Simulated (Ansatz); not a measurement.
Isolated molecules relaxed with PBE0-D4/def2-TZVP in Ansatz; ΔE leaves out vibrations. CCSD(T)/CBS adds triple-zeta CCSD(T) − MP2 to the extrapolated MP2 energy (def2 sets, frozen cores). This one scheme is used for every species. DFT in def2-TZVPP. B3LYP here is the variant with VWN-RPA as its local correlation; programs differ in this. One conformer a species, not always the lowest.

Consider the hydrogenolysis of a B–Si bond: `C[SiH2]B[SiH3]` + H₂ → `B[SiH2]C` + SiH₄.

`C[SiH2]B[SiH3]`:

Z-matrix (Å, degrees):
```
C
Si 1 1.876
H 1 1.092 2 110.8
H 1 1.093 2 110.8 3 119.7
H 1 1.092 2 111.1 3 -120.3
B 2 2.005 1 115.3 3 -55.0
H 2 1.492 1 109.9 3 177.4
H 2 1.499 1 109.6 3 60.3
Si 6 2.005 2 123.1 1 17.1
H 6 1.198 2 118.2 1 -162.6
H 9 1.488 6 115.4 2 153.9
H 9 1.490 6 113.4 2 28.1
H 9 1.497 6 104.2 2 -88.0
```

H₂:

Z-matrix (Å, degrees):
```
H
H 1 0.746
```

`B[SiH2]C`:

Z-matrix (Å, degrees):
```
Si
C 1 1.876
B 1 2.010 2 116.0
H 1 1.496 2 109.7 3 -120.9
H 1 1.495 2 109.8 3 122.6
H 2 1.092 1 110.7 3 -60.3
H 2 1.092 1 110.7 3 59.3
H 2 1.092 1 111.2 3 179.5
H 3 1.197 1 119.3 2 177.5
H 3 1.197 1 123.7 2 -3.1
```

SiH₄:

```xyz
5

Si    0.000    0.000    0.000
H     0.073   -1.175    0.904
H     0.330   -0.420   -1.385
H     0.970    1.030    0.449
H    -1.373    0.565    0.032
```

```json
{"level": "PBE-D4", "ΔE (kcal/mol)": "-3.3", "difference from CCSD(T)/CBS": "3.3"}
{"level": "r2SCAN-D4", "ΔE (kcal/mol)": "-5.0", "difference from CCSD(T)/CBS": "1.6"}
{"level": "PBE0-D4", "ΔE (kcal/mol)": "-5.0", "difference from CCSD(T)/CBS": "1.6"}
{"level": "B3LYP-D4", "ΔE (kcal/mol)": "-6.8", "difference from CCSD(T)/CBS": "-0.2"}
{"level": "ωB97X-V", "ΔE (kcal/mol)": "-7.4", "difference from CCSD(T)/CBS": "-0.8"}
{"level": "ωB97M-V", "ΔE (kcal/mol)": "-7.6", "difference from CCSD(T)/CBS": "-1.0"}
{"level": "B2PLYP", "ΔE (kcal/mol)": "-8.9", "difference from CCSD(T)/CBS": "-2.3"}
{"level": "PBE", "ΔE (kcal/mol)": "-5.0", "difference from CCSD(T)/CBS": "1.6"}
{"level": "r2SCAN", "ΔE (kcal/mol)": "-5.5", "difference from CCSD(T)/CBS": "1.1"}
{"level": "PBE0", "ΔE (kcal/mol)": "-6.6", "difference from CCSD(T)/CBS": "0.0"}
{"level": "B3LYP", "ΔE (kcal/mol)": "-9.4", "difference from CCSD(T)/CBS": "-2.8"}
{"level": "HF/def2-TZVPP", "ΔE (kcal/mol)": "-14.9", "difference from CCSD(T)/CBS": "-8.3"}
{"level": "MP2/def2-TZVPP", "ΔE (kcal/mol)": "-7.5", "difference from CCSD(T)/CBS": "-0.9"}
{"level": "SCS-MP2/def2-TZVPP", "ΔE (kcal/mol)": "-9.3", "difference from CCSD(T)/CBS": "-2.7"}
{"level": "CCSD/def2-TZVPP", "ΔE (kcal/mol)": "-8.7", "difference from CCSD(T)/CBS": "-2.1"}
{"level": "CCSD(T)/def2-TZVPP", "ΔE (kcal/mol)": "-7.4", "difference from CCSD(T)/CBS": "-0.8"}
{"level": "HF/def2-QZVPP", "ΔE (kcal/mol)": "-15.0", "difference from CCSD(T)/CBS": "-8.4"}
{"level": "MP2/def2-QZVPP", "ΔE (kcal/mol)": "-7.1", "difference from CCSD(T)/CBS": "-0.5"}
{"level": "SCS-MP2/def2-QZVPP", "ΔE (kcal/mol)": "-8.8", "difference from CCSD(T)/CBS": "-2.2"}
{"level": "HF/CBS(def2)", "ΔE (kcal/mol)": "-15.0", "difference from CCSD(T)/CBS": "-8.4"}
{"level": "MP2/CBS(def2)", "ΔE (kcal/mol)": "-6.7", "difference from CCSD(T)/CBS": "-0.1"}
{"level": "CCSD/CBS(def2)", "ΔE (kcal/mol)": "-7.9", "difference from CCSD(T)/CBS": "-1.3"}
{"level": "CCSD(T)/CBS", "ΔE (kcal/mol)": "-6.6", "difference from CCSD(T)/CBS": "0"}
```

Largest T1 diagnostic among the species: 0.013.

The D4 term adds +2.7 kcal/mol with B3LYP and +1.5 kcal/mol with PBE0; it sums over pairs of atoms, weighted by their polarisabilities, and B3LYP, whose exchange is more repulsive, gets the larger term. From PBE to PBE0 (25 % exact exchange), in def2-TZVPP and without D4, ΔE moves by −1.6 kcal/mol. In def2-TZVPP, CCSD(T) changes the Hartree–Fock value by +7.5 kcal/mol (the triples alone add +1.3 kcal/mol) and MP2 by +7.4 kcal/mol.
